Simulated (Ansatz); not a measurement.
Total energies of TeH₂ from Ansatz at r2SCAN-D4/def2-TZVPD, gas phase (1 Eh = 27.2114 eV = 2625.5 kJ/mol). The reference geometry is relaxed at PBE0-D4/def2-TZVP.

| state | geometry | energy (Eh) |
| --- | --- | --- |
| charge 0 singlet | reference | -269.31323 |
| charge -1 doublet | reference | -269.28616 |
| free Te atom (triplet) | – | -268.08845 |
| free H atom (doublet) | – | -0.49993 |

In the def2 sets Te takes a core potential; there is no spin–orbit coupling.

Q: Work out the vertical electron affinity, to the doublet.

A: E(charge 0 singlet) − E(charge -1 doublet) = -269.31323 − (-269.28616) = -0.02707 Eh = -0.74 eV; negative, so the extra electron isn't bound.

Q: What is the binding energy per atom against free atoms?

A: Atoms: 1 × (-268.08845) + 2 × (-0.49993) = -269.08831 Eh. Binding: -269.08831 − (-269.31323) = 0.22492 Eh = 6.12 eV, or 2.04 eV for each of 3 atoms (no zero-point energy, no counterpoise term).

At r2SCAN-D4/def2-TZVPD the highest occupied level of the charge -1 doublet lies above zero (up to 2.24 eV). By energy differences it is unbound by 0.74 eV (vertical, against the charge 0 singlet, at r2SCAN-D4/def2-TZVPD) and held by the finite basis.
